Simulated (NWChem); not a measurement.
# C3H5Br; SMILES BrC(C)=C

```xyz
9

C      1.3089    -1.5244     0.0000
C      0.1109    -0.9419     0.0000
C     -1.2119    -1.6287     0.0000
Br    -0.0052     0.9585     0.0000
H      2.2370    -0.9510     0.0000
H      1.3747    -2.6162     0.0000
H     -1.8013    -1.3450     0.8859
H     -1.0754    -2.7199     0.0000
H     -1.8013    -1.3450    -0.8859
```
Atoms are numbered in this order, from 1.

Computed with NWChem. All runs use the structure optimised with PBE0/def2-SVP.

Task: What does the run give for B3LYP/pcseg-2? Quantities: highest occupied level (eV); orbital gap (eV); dipole (D).

Result: 
- highest occupied level (eV) = -7.01
- orbital gap (eV) = 6.55
- dipole (D) = 1.67
